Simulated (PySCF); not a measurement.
# Radial density of Cr (chromium, neutral)

UHF, [Ar] 3d5 4p1, high-spin 7P determinant (an excited configuration). Calculation: PySCF 2.14, in aug-cc-pVTZ (8s7p5d3f2g, 93 functions); the non-relativistic Hamiltonian (point nucleus).

```csv
r (bohr),4πr²ρ (e/bohr),4πr²(ρα − ρβ)
0.000867,0.08441,0.0000
0.00146,0.2321,0.0000
0.00245,0.6262,0.0000
0.00413,1.635,-0.0001
0.00694,4.042,-0.0003
0.0117,9.117,-0.0008
0.0196,17.65,-0.0015
0.0330,26.60,-0.0021
0.0556,27.55,-0.0007
0.0935,21.88,0.0076
0.157,27.99,0.0669
0.264,27.61,0.4743
0.445,10.99,1.8477
0.748,13.41,3.4632
1.26,7.496,2.8072
2.12,1.373,1.0472
3.56,0.3207,0.3186
5.99,0.1520,0.1520
10.1,0.02074,0.0207
16.9,0.0002495,0.0002
```

Problem. Where is the radial spin density 4πr²(ρα − ρβ) most negative, and why is it negative at all?

Solution. Around r = 0.0330 bohr, down to -0.0021 e/bohr: exchange with the open shell polarises the paired shells in an unrestricted calculation.
